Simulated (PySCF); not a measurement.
C₂Cl₂O₂Pt (SMILES [O+]#[C-]->[Pt]([Cl])([Cl])<-[C-]#[O+]), singlet, at a GFN2-xTB geometry (such geometries of metal compounds can be far from the true shape) (core potentials on Pt). Base run: DF-R2SCAN/def2-SVP run with PySCF.

Input for PySCF:
```python
from pyscf import gto, scf, dft

mol = gto.Mole()
mol.atom = '''
    Pt    0.00000000    0.00000000   -0.00000000
    Cl    2.12263974   -0.92553606    0.00158690
    Cl   -2.12263974    0.92553606   -0.00158690
    O     1.14019065    2.79347552    0.02902722
    C     0.72643614    1.74604345    0.01820497
    O    -1.14019065   -2.79347552   -0.02902722
    C    -0.72643614   -1.74604345   -0.01820497
'''
mol.basis = 'def2-svp'
mol.ecp = {'Pt': 'def2-svp'}
mol.verbose = 4
mol.build()

mf = dft.RKS(mol)
mf.xc = 'r2scan'
mf = mf.density_fit(auxbasis='def2-universal-jkfit')
mf.kernel()
```

Variants of this job, named by their change:

```csv
change,ΔE vs base (µEh),grid points,electrons on the grid,outcome
base,0.0,118472,80.00000,converged
grids.level = 5,-37.0,309368,80.00000,converged
grids.level = 4,37.2,206152,80.00000,converged
small_rho_cutoff = 0,0.0,118472,80.00000,converged
grids.level = 1,2562,42288,80.00002,converged
grids.level = 2,-509,83920,80.00001,converged
grids.prune = dft.gen_grid.treutler_prune,20.6,109568,79.99998,converged
grids.radi_method = delley,-17.6,119584,80.00000,converged
grids.becke_scheme = stratmann,-2.9,118472,80.00000,converged
grids.radi_method = gauss_chebyshev,15.4,114160,80.00000,converged
grids.prune = dft.gen_grid.sg1_prune,-,-,-,input refused
```

- grids.prune = dft.gen_grid.sg1_prune: ended with `IndexError: index 78 is out of bounds for axis 0 with size 19`
